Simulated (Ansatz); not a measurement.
Cost and result for the atomization energy of CH$_{6}$AlNSe, SMILES `[CH3][Al]([NH2])[SeH]` (10 atoms, 9 bonds).

| atom | x (Å) | y (Å) | z (Å) |
| --- | --- | --- | --- |
| C1 | -1.134 | 0.556 | 0.848 |
| Al2 | 0.262 | -0.241 | -0.247 |
| N3 | 1.754 | 0.626 | -0.622 |
| Se4 | 0.104 | -2.382 | -1.155 |
| H5 | -1.983 | -0.115 | 0.992 |
| H6 | -1.510 | 1.476 | 0.389 |
| H7 | -0.748 | 0.824 | 1.836 |
| H8 | 1.967 | 1.557 | -0.301 |
| H9 | 2.512 | 0.271 | -1.182 |
| H10 | -1.224 | -2.573 | -0.559 |

Total charge 0; spin multiplicity 1. Correlated methods include outer-core shells of Se, which these sets cover unevenly. Scalar relativity is left out up to krypton. The structure was optimised at the PBE0-D4/def2-TZVP level. It is one conformer, not always the lowest. Program: Ansatz. All runs use 4 threads of an Intel Xeon 6975P-C on a shared host. Times are those of one run each, without the atoms' runs, and a repeat can differ threefold. Electronic energies, without spin–orbit coupling; frozen cores. CCSD(T)/CBS adds CCSD(T) − MP2 in def2-TZVPP to the MP2 limit, and its time is that of the two runs behind it. T1 = 0.009. With those shells the extrapolation isn't a true limit. B3LYP takes the VWN-RPA correlation (the form of Gaussian; ORCA's B3LYP/G). HSE06 is the plane-wave form, built on full-range PBE exchange.

CCSD(T)/CBS is a level of theory with its own doubt, some kJ/mol a heavy atom from the limit and from the frozen cores, so smaller differences don't rank the functionals.

| level | functions | wall time | atomization (kJ/mol) | difference from CCSD(T)/CBS | per bond |
| --- | --- | --- | --- | --- | --- |
| LDA (SPW92)/def2-TZVPP | 236 | 0.95 s | 3812.6 | 423.5 | 47.0 |
| BLYP-D4/def2-TZVPP | 236 | 1.2 s | 3361.9 | -27.2 | -3.0 |
| PBE-D4/def2-TZVPP (with forces) | 236 | 1.8 s | 3409.8 | 20.7 | 2.3 |
| BHLYP-D4/def2-TZVPP | 236 | 1.9 s | 3293.0 | -96.1 | -10.7 |
| HSE06-D4/def2-TZVPP | 236 | 2.2 s | 3364.4 | -24.7 | -2.7 |
| CAM-B3LYP-D4/def2-TZVPP | 236 | 2.3 s | 3385.0 | -4.1 | -0.5 |
| B3LYP-D4/def2-TZVPP (with forces) | 236 | 3.1 s | 3375.5 | -13.6 | -1.5 |
| B2PLYP/def2-TZVPP | 236 | 3.2 s | 3336.4 | -52.7 | -5.9 |
| CCSD(T)/def2-SVP | 108 | 3.6 s | 3153.6 | -235.5 | -26.2 |
| ωB97X-V/def2-TZVPP | 236 | 4.4 s | 3386.8 | -2.3 | -0.3 |
| MP2/def2-QZVPP | 453 | 14 s | 3376.6 | -12.5 | -1.4 |
| CCSD(T)/def2-TZVPP | 236 | 37 s | 3289.2 | -99.9 | -11.1 |
| CCSD(T)/CBS(def2) | – | 51 s | 3389.1 | 0.0 | 0.0 |

From BLYP to BHLYP (50 % exact exchange), in def2-TZVPP and without D4, the atomization energy moves by −54.5 kJ/mol: exact exchange takes away binding that semilocal exchange gives to molecules. In def2-TZVPP, CCSD(T) changes the Hartree–Fock value by +857.4 kJ/mol (the triples alone add +46.3 kJ/mol) and MP2 by +885.9 kJ/mol; breaking electron pairs costs correlation energy, which Hartree–Fock lacks. The D4 term adds +30.6 kJ/mol with B3LYP and +16.3 kJ/mol with PBE0; it sums over pairs of atoms, weighted by their polarisabilities, and B3LYP, whose exchange is more repulsive, gets the larger term.

For some Ge, Se and Sn compounds the MP2-based and the directly extrapolated limit differ by 10 to 25 kJ/mol.
